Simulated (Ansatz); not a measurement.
Calculated with Ansatz (gas phase, PBE0-D4/def2-TZVP geometries, no zero-point term in ΔE). CBS: MP2 limit from def2 TZ/QZ plus the TZ coupled-cluster correction, frozen cores. Functionals use def2-TZVPP. B3LYP here is the variant with VWN-RPA as its local correlation; programs differ in this. For Ge outer-core shells are correlated without core-valence functions, which leaves a few kJ/mol of doubt a bond. Scalar relativity is left out up to krypton. One conformer a species, not always the lowest.

Consider the ligand exchange at the Si–O bond: `O[SiH](F)[O][GeH3]` + `[NH2][GeH2][OH]` → `[OH][GeH2][NH][SiH](O)F` + `[OH][GeH3]`.

`O[SiH](F)[O][GeH3]`:

Cartesian coordinates in Å:
```
O 0.436 1.802 0.080
Si 0.753 0.582 -0.957
F 2.268 0.128 -0.739
O -0.261 -0.620 -0.639
Ge -1.074 -1.217 0.835
H 1.093 2.488 0.200
H 0.637 0.976 -2.370
H -2.303 -0.333 1.078
H -0.082 -1.146 2.005
H -1.467 -2.662 0.509
```

`[NH2][GeH2][OH]`:

Z-matrix (Å, degrees):
```
Ge
O 1 1.780
N 1 1.819 2 104.8
H 1 1.538 2 111.2 3 -115.1
H 1 1.549 2 106.5 3 123.0
H 2 0.959 1 112.2 3 -147.4
H 3 1.009 1 115.8 2 -150.0
H 3 1.009 1 117.0 2 77.3
```

`[OH][GeH2][NH][SiH](O)F`:

Cartesian coordinates in Å:
```
O 0.359 -1.899 0.095
Ge 1.168 -0.551 -0.779
N 0.558 0.937 0.072
Si -1.059 1.199 0.577
O -1.886 -0.184 0.394
F -0.995 1.701 2.091
H 0.310 -2.710 -0.417
H 2.693 -0.633 -0.616
H 0.715 -0.639 -2.246
H 1.277 1.513 0.483
H -1.781 2.256 -0.151
H -1.359 -0.992 0.496
```

`[OH][GeH3]`:

Cartesian coordinates in Å:
```
O -1.070 -0.080 0.856
Ge 0.264 -0.133 -0.326
H -1.039 0.700 1.413
H 0.032 -1.433 -1.100
H 1.618 -0.149 0.410
H 0.194 1.096 -1.253
```

CCSD(T)/CBS gives +39.6 kJ/mol.

**Question.** Another level gave +38.9 kJ/mol. Which?
A. B3LYP-D4/def2-TZVPP
B. PBE-D4/def2-TZVPP
C. B3LYP/def2-TZVPP
D. HF/def2-TZVPP

**Answer.** A. B3LYP-D4 38.9, HF/def2-TZVPP 59.6, PBE-D4 31.0, B3LYP 44.2 kJ/mol.

Largest T1 diagnostic among the species: 0.012.

From PBE to PBE0 (25 % exact exchange), in def2-TZVPP and without D4, ΔE moves by +3.3 kJ/mol. The D4 term adds −5.3 kJ/mol with B3LYP and −2.8 kJ/mol with PBE0; it sums over pairs of atoms, weighted by their polarisabilities, and B3LYP, whose exchange is more repulsive, gets the larger term. In def2-TZVPP, CCSD(T) changes the Hartree–Fock value by −20.8 kJ/mol (the triples alone add −3.5 kJ/mol) and MP2 by −21.7 kJ/mol.
